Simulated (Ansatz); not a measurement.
Ni2O2⁻. Charge -1, multiplicity 2. Geometry PBE0-D4/def2-SVPD.

```xyz
4

Ni   -0.0327   -0.0591    0.6331
Ni   -0.0773    0.2282   -1.8811
O    -1.0223    0.0969    1.9391
O     1.1322   -0.2660   -0.6911
```

At PBE-D4/def2-TZVPD, r2SCAN-D4/def2-TZVPD, PBE0-D4/def2-TZVPD, BHLYP-D4/def2-TZVPD the charge -1 doublet is spin-contaminated (final ⟨S²⟩ up to 2.51, 0.75 for a pure state). At PBE-D4/def2-TZVPD the highest occupied level of the charge -1 doublet lies above zero (up to 0.19 eV). It is a level of α spin, whose loss leaves a singlet; that state wasn't run at this geometry and level. The electron is either unbound and held by the finite basis, or the level is raised by self-interaction error. No other spin state of charge -1 was run. The geometry of the doublet was relaxed on an unsound state (⟨S²⟩ 2.26, where a pure state has 0.75). Another isomer (doublet) lies 0.09 eV lower at PBE-D4/def2-TZVPD; other spin states weren't run for this one.

Question: Estimate the α-spin orbital energies around the gap (eV) in Ansatz with PBE-D4/def2-TZVPD, r2SCAN-D4/def2-TZVPD, PBE0-D4/def2-TZVPD, BHLYP-D4/def2-TZVPD.

Answer: 
```tsv
orbital	PBE-D4/def2-TZVPD	r2SCAN-D4/def2-TZVPD	PBE0-D4/def2-TZVPD	BHLYP-D4/def2-TZVPD
HOMO−5	-0.56	-1.00	-2.92	-4.86
HOMO−4	-0.55	-0.94	-2.47	-4.66
HOMO−3	-0.32	-0.87	-2.38	-3.76
HOMO−2	-0.14	-0.85	-1.99	-3.49
HOMO−1	-0.12	-0.79	-1.92	-3.21
HOMO	0.19	-0.16	-1.22	-2.51
LUMO	0.40	0.72	1.60	2.79
LUMO+1	1.04	0.96	2.53	3.57
LUMO+2	3.20	3.33	3.53	3.59
LUMO+3	3.22	3.45	3.79	4.05
LUMO+4	3.55	4.03	4.03	4.52
LUMO+5	4.05	4.65	4.65	5.01
β HOMO	-0.11	-0.35	-1.09	-2.27
β LUMO	0.92	1.01	1.30	1.57
```
